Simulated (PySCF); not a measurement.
CuF, SMILES [F][Cu], multiplicity 1. Atoms are numbered in the order given.

```xyz
2

Cu     0.0000     0.0000    -0.4179
F      0.0000     0.0000     1.3466
```

The structure is a stationary point at PBE0-D3(BJ)/def2-TZVPD. The spin state was assumed, not searched.

All values below come from PySCF with PBE/def2-TZVPD.

ESP charges are fitted to the potential on shells at 1.4 to 2.0 van der Waals radii. Atomic charges (e):

```json
[
 {"atom": "Cu1", "meta-Löwdin": "0.68", "ESP fit": "0.56"},
 {"atom": "F2", "meta-Löwdin": "-0.68", "ESP fit": "-0.56"}
]
```
